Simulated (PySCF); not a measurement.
Consider SeF2, `F[Se]F` (F2Se). Coordinates in Å; atoms count from 1 in this order:
```
Se    0.4840   -0.0130   -0.6101
F     0.8267    0.0159    1.1299
F    -1.2878   -0.0080   -0.5450
```

These are calculated values, r2SCAN-D3(BJ)/ma-def2-SVP in PySCF (grid level 3) at geometries from BP86-D3(BJ)/def2-SVP. The prefix ma- adds one diffuse s and one diffuse p function on all atoms but H. Zero-point and thermal terms (298.15 K, 1 bar) come from unscaled GFN2-xTB harmonic frequencies, with soft modes damped to free rotors in the entropy. These were taken at the GFN2-xTB minima.

(1) What are the vertical and the adiabatic ionisation energy for forming the radical cation?

(2) Where does the unpaired spin of the relaxed radical cation sit?

(3) What oxidation potential follows in DMF (IEF-PCM), on the absolute scale?

(4) How far is −ε(HOMO) from the vertical value by ΔSCF?

Results:

(1) 10.19 eV vertical and 10.01 eV adiabatic, the latter with zero-point energy.

(2) Se1 (selenium) 0.80, F3 (fluorine) 0.10, F2 (fluorine) 0.10 (intrinsic atomic orbital populations).

(3) In the gas phase ΔG of oxidation is 9.995 eV, and solvation is -14.8 kJ/mol for the parent and -297.9 kJ/mol for the product, so the absolute potential is 7.06 V. The solvent is electrostatics only, on gas-phase structures; the absolute scale refers to an electron at rest in vacuum.

(4) −ε(HOMO) = 6.45 eV, which is 3.74 eV below the ΔSCF value.

Known limits: ma-def2-SVP is a small basis, whose errors can reach tens of kJ/mol; spin-orbit coupling is left out of the energies, which matters for open shells on the heavier atoms; atoms from Ga to Kr are treated without relativity.
